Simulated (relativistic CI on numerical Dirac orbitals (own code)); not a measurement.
# Energy levels of Cr XV

Calculated at this level of theory: Dirac-Coulomb-Breit CI, orbitals from a KLI potential per configuration, model QED, unscaled Slater integrals (own radial code, finite nucleus).

Configuration list (outside the closed core 1s2): 2s²2p⁶, 2s²2p⁵3s, 2s²2p⁵3p, 2s²2p⁵3d, 2s2p⁶3s, 2s2p⁶3p, 2s2p⁶3d, 2s²2p⁵4s, 2s²2p⁵4p, 2s²2p⁵4d, 2s²2p⁵4f, 2s²2p⁴3s², 2s2p⁶4s, 2s²2p⁴3s3p, 2s2p⁶4p, 2s2p⁶4d. Levels of other configurations are missing.

```csv
No.,Configuration,Term,J,E (Ry),%,Next component (%),jj configuration (%)
1,2s²2p⁶,¹S,0,0.0000,100,,closed (100)
2,2s²2p⁵3s,³P°,2,42.8784,100,,2p3/2^3 3s (100)
3,2s²2p⁵3s,³P°,1,43.0045,50,50 ¹P°,2p3/2^3 3s (97)
4,2s²2p⁵3s,³P°,0,43.5195,100,,2p1/2 2p3/2^4 3s (100)
5,2s²2p⁵3s,¹P°,1,43.6069,50,50 ³P°,2p1/2 2p3/2^4 3s (97)
6,2s²2p⁵3p,³S,1,44.8087,86,12 ³P,2p3/2^3 3p1/2 (55)
7,2s²2p⁵3p,³D,2,45.0766,61,28 ¹D,2p3/2^3 3p1/2 (98)
8,2s²2p⁵3p,³D,3,45.1362,100,,2p3/2^3 3p3/2 (100)
9,2s²2p⁵3p,¹P,1,45.2277,46,30 ³D,2p3/2^3 3p3/2 (56)
10,2s²2p⁵3p,³P,2,45.3307,67,33 ¹D,2p3/2^3 3p3/2 (100)
11,2s²2p⁵3p,³P,0,45.6313,97,3 ¹S,2p3/2^3 3p3/2 (52)
12,2s²2p⁵3p,³D,1,45.6894,65,34 ¹P,2p1/2 2p3/2^4 3p1/2 (95)
13,2s²2p⁵3p,³P,1,45.8611,65,20 ¹P,2p1/2 2p3/2^4 3p3/2 (92)
14,2s²2p⁵3p,¹D,2,45.8773,39,39 ³D,2p1/2 2p3/2^4 3p3/2 (99)
15,2s²2p⁵3p,¹S,0,46.9531,96,3 ³P,2p1/2 2p3/2^4 3p1/2 (51)
16,2s²2p⁵3d,³P°,0,47.7930,99,,2p3/2^3 3d3/2 (99)
17,2s²2p⁵3d,³P°,1,47.8485,93,6 ³D°,2p3/2^3 3d3/2 (71)
18,2s²2p⁵3d,³P°,2,47.9568,77,15 ³D°,2p3/2^3 3d5/2 (74)
19,2s²2p⁵3d,³F°,4,47.9791,100,,2p3/2^3 3d5/2 (100)
20,2s²2p⁵3d,³F°,3,48.0369,68,26 ¹F°,2p3/2^3 3d3/2 (98)
21,2s²2p⁵3d,³F°,2,48.1442,41,36 ¹D°,2p3/2^3 3d3/2 (78)
22,2s²2p⁵3d,³D°,3,48.2107,62,36 ¹F°,2p3/2^3 3d5/2 (99)
23,2s²2p⁵3d,³D°,1,48.4813,82,14 ¹P°,2p3/2^3 3d5/2 (47)
24,2s²2p⁵3d,³F°,2,48.6833,59,28 ¹D°,2p1/2 2p3/2^4 3d3/2 (94)
25,2s²2p⁵3d,³D°,2,48.7299,50,27 ¹D°,2p1/2 2p3/2^4 3d5/2 (90)
26,2s²2p⁵3d,¹F°,3,48.7598,38,32 ³D°,2p1/2 2p3/2^4 3d5/2 (97)
27,2s²2p⁵3d,¹P°,1,49.2909,85,12 ³D°,2p1/2 2p3/2^4 3d3/2 (70)
28,2s2p⁶3s,³S,1,51.7355,99,1 2s²2p⁵3p ³S,2s 3s (99)
29,2s2p⁶3s,¹S,0,52.1561,100,,2s 3s (100)
30,2s2p⁶3p,³P°,0,53.8620,99,,2s 3p1/2 (99)
```

Energies count from the lowest computed level; ° marks odd parity. Filled j subshells are mostly left out of the jj labels.

The mean weight of the leading LS term, summed over parents, in these 30 levels is 76 %, and that of the leading jj configuration (from the same eigenvectors) 87 %, so jj coupling describes them better and the LS labels are nominal.

At this charge energies of transitions that change n are usually good to better than 1 %, and those within a shell (Δn = 0) to a few per cent.

LS names give the leading component of a level, which can be under half, so a name can repeat, a term be missing and a line seem to break the LS rules.
